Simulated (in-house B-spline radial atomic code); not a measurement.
## RPA and G0W0 on wB97X: the titanium ion Ti⁷⁺

Configuration [Ne] 3s2 3p3, highest spin, mean-field start wB97X. Computed with an all-electron radial atomic-structure program (B-spline basis): all electrons, non-relativistic, point nucleus, each spin shell either full or empty, empty states to l = 9 with an (l + 1/2)⁻⁴ tail; G0W0 by contour deformation at full frequency.

Command:
```bash
python run_gw.py task.json out
```
Settings (radii: box in bohr, nucleus in fm):
```
Z                        22
electrons                15
configuration            [Ne] 3s2 3p3
hamiltonian              nr
method                   wb97x
lmax                     9
spin_polarised           True
box_radius               8.41
intervals                48
```

Time taken, with all properties: 2.1 s on 1 thread of Arm Neoverse N1, with other jobs on the host.

Energies (hartree):

```json
{"term": "mean-field total", "value": "-832.81123"}
{"term": "Hartree-Fock functional on these orbitals", "value": "-832.14446"}
{"term": "direct second order", "value": "-1.0366"}
{"term": "second-order exchange", "value": "0.37574"}
{"term": "SOSEX correction", "value": "0.34744"}
```

Task: What is the RPA correlation energy, and what remains with SOSEX?

Result: RPA gives -0.93366 hartree (-1.69 eV per electron); RPA + SOSEX gives -0.58622, and the second-order doubles -0.66085 hartree (no singles). RPA lacks exchange-type terms and so overcorrelates at short range.

Quasi-particle levels (eV):

```csv
level,occupied,mean field,Σx - vxc,Σc,QP weight,G0W0
3p up,yes,-162.92,-5.83,?,?,?
3s down,yes,-180.38,-2.18,-3.27,0.969,-185.83
2p down,yes,-591.38,-28.38,6.53,0.936,-613.24
3p down,no,-145.40,7.95,-3.30,0.965,-140.76
```

G0W0 = mean field + (Σx - vxc) + Σc, with Σc (partial-wave tail included) taken at the quasi-particle energy. Only the outer levels were computed. Levels of low weight are left out.

Task: Where does G0W0 put 3p up?

Result: At -169.14 eV, with Σc = -0.40 eV and a quasi-particle weight of 0.966. The tabulated removal energy is 170.5 ± 0.4 eV (NIST, semi-empirical); the calculation leaves out relativity, Breit and QED terms, and what these don't explain is the method's own error.
